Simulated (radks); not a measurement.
The numbers below are computed, except where a source is named.
Effect of the nuclear size on the dysprosium ion Dy+, [Xe] 4f10 6s1. Code: a radial shooting solver on a logarithmic mesh with Libxc functionals. Model: Dirac Kohn-Sham, exchange-only LDA, spin-unpolarised, spherical densities, finite nucleus; open shells are shared between the two j in proportion to 2j + 1; Fermi nuclear charge, rms radius 5.2218 fm. The rms radius is varied about that value; shifts are against it.

rms radius (fm)  total energy shift (eV)  density at nucleus (e/bohr^3)  1s1/2 shift (meV)  2s1/2 shift (meV)  5s1/2 shift (meV)  5p1/2 shift (meV)  6s1/2 shift (meV)  4f7/2 shift (meV)  6p1/2 (empty) shift (meV)
4.2558                             -8.84                      7.794e+05              -3630               -477              -3.77              0.243             -0.308              0.521                      0.083
4.9973                             -2.17                      7.461e+05               -893               -117             -0.925              0.060             -0.076              0.128                      0.020
5.2218                                 0                      7.372e+05              0.000              0.000              0.000              0.000              0.000              0.000                      0.000
5.6239                              4.06                      7.225e+05               1670                219               1.73             -0.112              0.142             -0.239                     -0.038
6.2662                              11.0                      7.016e+05               4520                593               4.68             -0.302              0.383             -0.648                     -0.103

Slopes of the eigenvalues against <r^2> in GHz/fm^2, as finite differences over the two radii next to the reference (eigenvalue slopes, not the field-shift constants of lines): 1s1/2 93100, 2s1/2 12200, 5s1/2 96.5, 5p1/2 -6.22, 6s1/2 7.89, 4f7/2 -13.3, 6p1/2 (empty) -2.13.
